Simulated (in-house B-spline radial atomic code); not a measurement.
**Rh VII (Rh6+): [Kr] 4d2 7s1 (an excited or competing configuration)**

Level of theory: Dirac-Hartree-Fock, average of configuration, Fermi nucleus of rms radius 4.4945 fm; calculated with a radial B-spline atomic code at the basis-set limit.

Effective charges: Z_r = [3n² - l(l+1)]/(2<r>) from the radius, Z_e = n√(-2ε) from the energy, and Slater's rules. Values are occupation-weighted means over j. An effective charge above Z reflects the relativistic contraction of the inner shells.

```json
{"shell": "1s", "electrons": "2", "ε (eV)": "-23471", "<r> (bohr)": "0.03262", "Z_r": "45.99", "Z_e": "41.53", "Slater": "44.70"}
{"shell": "2s", "electrons": "2", "ε (eV)": "-3580.5", "<r> (bohr)": "0.1413", "Z_r": "42.47", "Z_e": "32.44", "Slater": "40.85"}
{"shell": "2p", "electrons": "6", "ε (eV)": "-3215.8", "<r> (bohr)": "0.1236", "Z_r": "40.46", "Z_e": "30.75", "Slater": "40.85"}
{"shell": "3s", "electrons": "2", "ε (eV)": "-765.85", "<r> (bohr)": "0.3875", "Z_r": "34.84", "Z_e": "22.51", "Slater": "33.75"}
{"shell": "3p", "electrons": "6", "ε (eV)": "-642.41", "<r> (bohr)": "0.3875", "Z_r": "32.26", "Z_e": "20.61", "Slater": "33.75"}
{"shell": "3d", "electrons": "10", "ε (eV)": "-444.17", "<r> (bohr)": "0.3686", "Z_r": "28.49", "Z_e": "17.14", "Slater": "23.85"}
{"shell": "4s", "electrons": "2", "ε (eV)": "-203.73", "<r> (bohr)": "0.9458", "Z_r": "25.38", "Z_e": "15.48", "Slater": "17.25"}
{"shell": "4p", "electrons": "6", "ε (eV)": "-163.08", "<r> (bohr)": "1.014", "Z_r": "22.67", "Z_e": "13.85", "Slater": "17.25"}
{"shell": "4d", "electrons": "2", "ε (eV)": "-109.13", "<r> (bohr)": "1.178", "Z_r": "17.83", "Z_e": "11.33", "Slater": "8.65"}
{"shell": "7s", "electrons": "1", "ε (eV)": "-25.512", "<r> (bohr)": "5.643", "Z_r": "13.02", "Z_e": "9.59", "Slater": "7.00"}
```

The least bound orbital is 7s1/2 at -25.51 eV, and it is also the most diffuse (<r> = 5.643 bohr).

Spin-orbit splittings of the orbital energies (j = l + 1/2 above j = l - 1/2 when positive): 2p 145.4 eV, 3p 25.95 eV, 3d 5.046 eV, 4p 4.648 eV, 4d 0.6386 eV.

For the 1s electron the small component carries 2.71 % of the norm, the zero-frequency Breit interaction raises the level by 48.33 eV, self-energy by 26.75 eV, and vacuum polarisation lowers it by 3.249 eV.
